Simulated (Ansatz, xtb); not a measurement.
C2H3F2Sn+: where a starting geometry ends

The starting geometry of this gas-phase singlet was built from a drawn formula by distance geometry and a force field; its bonds are those of `C=[CH][Sn+]([F])[F]`.

| atom | x (Å) | y (Å) | z (Å) |
| --- | --- | --- | --- |
| C | -1.0058 | -2.2092 | -2.9762 |
| C | -1.7428 | -2.0691 | -1.8429 |
| F | 0.5768 | 0.1011 | -0.3694 |
| F | -2.2308 | -0.6211 | 1.3142 |
| Sn | -1.0701 | -0.8016 | -0.2514 |
| H | -1.3107 | -2.9091 | -3.7428 |
| H | -0.0486 | -1.7196 | -2.9690 |
| H | -2.6612 | -2.6090 | -1.7587 |

**Question.** Where would you expect an optimisation with r2SCAN-D4/def2-SVP to take it?

**Answer.** It keeps its bonds, and is `C=[CH][Sn+]([F])[F]`.

The energy falls by 0.35 eV over 9 steps:

```json
{"step": "1", "E − E(last) (eV)": "0.351"}
{"step": "2", "E − E(last) (eV)": "0.277"}
{"step": "3", "E − E(last) (eV)": "0.068"}
{"step": "4", "E − E(last) (eV)": "0.013"}
{"step": "5", "E − E(last) (eV)": "0.004"}
{"step": "6", "E − E(last) (eV)": "0.001"}
{"step": "7", "E − E(last) (eV)": "0.000"}
{"step": "8", "E − E(last) (eV)": "0.000"}
{"step": "9", "E − E(last) (eV)": "0.000"}
```

Final geometry (Å):

```xyz
8

C    -0.9492   -2.2106   -2.9244
C    -1.7827   -2.1317   -1.8835
F     0.4482    0.0436   -0.3557
F    -2.0314   -0.4744    1.3720
Sn   -1.2006   -0.8949   -0.2773
H    -1.2385   -2.8516   -3.7708
H     0.0094   -1.6865   -3.0106
H    -2.7484   -2.6316   -1.7459
```

From the same start GFN2-xTB ends elsewhere, in pieces: C2H3 + F2Sn.

The end wasn't checked by frequencies. Atoms past krypton carry core potentials, without spin–orbit terms. Run with Ansatz 0.2.0, 45 s on 1 thread of Intel(R) Xeon(R) Processor @ 2.50GHz (Skylake/Cascade Lake), on a shared host.
